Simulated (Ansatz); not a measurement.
Species: sum formula H10Si4O (charge 0, singlet). 
Geometry from a B3LYP-D3(BJ)/def2-TZVP (Ansatz, a first-principles code) optimisation:
```xyz
15

O     -0.2888    -0.1770     2.0109
Si    -0.0599    -0.0316     0.3602
Si     2.2573    -0.0171     0.0097
Si    -0.9936     1.9605    -0.4772
Si    -1.0209    -1.8310    -0.8148
H     -1.1926    -0.1995     2.3369
H      2.8793    -1.2764     0.4850
H      2.8966     1.1295     0.6992
H      2.4967     0.1112    -1.4498
H     -2.4470     2.0198    -0.1721
H     -0.3460     3.1569     0.1152
H     -0.8227     2.0047    -1.9509
H     -0.8487    -1.6165    -2.2734
H     -0.3911    -3.1223    -0.4440
H     -2.4753    -1.9226    -0.5232
```

Quantity: atomisation energy (electronic, to ground-state atoms), in kcal/mol. Valence correlation only, unless marked. Open shells are spin-unrestricted. Spin-orbit coupling is left out. No relativistic terms. The coupled-cluster limit lacks core correlation, which all-electron functionals hold. CBS marks a two-point X^-3 extrapolation of the correlation energy; Hartree-Fock from the larger set.

| level | program | atomisation energy (kcal/mol) |
|---|---|---|
| HF/6-31G | Ansatz | 678.7 |
| HF/cc-pV(D+d)Z | Ansatz | 800.5 |

Q: Estimate the value at CCSD(T)/CBS(cc-pV(T+d)Z,cc-pV(Q+d)Z) as computed with Ansatz.

A: 1097.7 kcal/mol, so HF/cc-pV(D+d)Z differs from it by -297.2 kcal/mol.
